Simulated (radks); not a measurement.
Results of a calculation; reference values are marked as such.
F4+, 5 electrons, occupied as [He] 2s2 2p1. Code: a radial shooting solver on a logarithmic mesh with Libxc functionals. Model: scalar-relativistic Kohn-Sham, B86b exchange with PBE correlation, spin-unpolarised, spherical densities, finite nucleus; Fermi nuclear charge, rms radius 2.8976 fm.

Local quantities along the radius. ELF = 1/(1 + alpha^2) is the electron localisation function; alpha = (tau - tau_W)/tau_unif compares the Pauli kinetic energy density with that of the uniform gas; r v_xc is r times the local exchange-correlation potential (hartree bohr). tau is taken from the large components.

r (bohr)	ELF	alpha	r v_xc
0.01099	1.000	0.001717	-0.1153
0.01385	1.000	0.001842	-0.1345
0.01733	1.000	0.002011	-0.1569
0.02169	1.000	0.002247	-0.1836
0.02735	1.000	0.002604	-0.2162
0.03421	1.000	0.003124	-0.2525
0.0428	1.000	0.003938	-0.2935
0.05398	1.000	0.005352	-0.3398
0.06753	1.000	0.007814	-0.3863
0.08517	1.000	0.01287	-0.4331
0.1066	0.999	0.02371	-0.4721
0.1333	0.997	0.05090	-0.4985
0.1681	0.982	0.1356	-0.5059
0.2103	0.850	0.4208	-0.4927
0.2631	0.331	1.423	-0.4735
0.3318	0.075	3.521	-0.4478
0.4151	0.103	2.952	-0.4084
0.5236	0.483	1.034	-0.5767
0.655	0.848	0.4236	-0.6724
0.8195	0.922	0.2902	-0.6844
1.033	0.915	0.3048	-0.6164
1.293	0.835	0.4444	-0.5135
1.63	0.539	0.9242	-0.4305
2.04	0.118	2.735	-0.3310
2.552	0.006	12.58	-0.2066
3.218	0.000	105.8	-0.1033

On this mesh the ELF has minima near r = 0.37 bohr, which separate the shells, and maxima near 0.92 (0.93).
